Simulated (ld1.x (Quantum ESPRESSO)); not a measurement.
Results of a calculation; reference values are marked as such.
Potentials for chlorine (Cl) compared

Generated with ld1.x 7.5 (TM, RRKJ, ultrasoft, PAW), atompaw 4.2 or ONCVPSP 4.0.1. The cutoff is in Ry: for ld1.x and atompaw files where the sum of valence levels is converged to 10 mRy in a Bessel basis, for ONCV files where the hardest occupied wave has 1 mHa per electron of residual kinetic energy. The error is the largest all-electron minus pseudo excitation energy over each file’s own four to seven test configurations (ionisations up to +4, promotions, holes and added fractions of an electron), all of which were solved. The labels leave out finer settings (local radius, basis sizes, second energies), which also bear on the numbers. Spin-polarised tests are not counted. The rows are a selection from randomly drawn settings: files with unsolved tests, undetermined cutoffs or missed reference levels are left out.

```csv
potential,cutoff (Ry),largest error (meV),bound ghosts
"TM, PBEsol, scalar-relativistic, rc 1.30/1.15/1.30 (spd), local s, core correction yes, reference 3s2 3p4",70,+42,none
"TM, PBEsol, scalar-relativistic, rc 0.90/1.50/1.40 (spd), local smoothed, core correction no, reference 3s1.5 3p5.5",100,+497,none
"TM, LDA (PZ), scalar-relativistic, rc 1.05/1.55/1.60 (spd), local d, core correction no, reference 3s2 3p3.5",70,+258,none
"TM, PBE, non-relativistic, rc 1.25/1.35 (sp), local s, core correction no, reference 3s2 3p5",50,+190,none
"ultrasoft, PBE, scalar-relativistic, rc 1.60/1.60 (sp), local smoothed, core correction yes, reference 3s2 3p4.5",25,+48,none
"RRKJ, PW91, non-relativistic, rc 1.15/1.25 (sp), local s, core correction yes, reference 3s2 3p5",55,+230,none
"TM, PBEsol, scalar-relativistic, rc 1.05/1.45/1.40 (spd), local smoothed, core correction yes, reference 3s2 3p5",70,+330,none
```

Task: Fill in the row for Cl: TM, PW91, fully relativistic, rc 1.25/1.60/1.45 (spd), local smoothed, core correction yes, reference 3s2 3p5.

Result: cutoff 50 Ry, largest error +231 meV, bound ghosts: none.
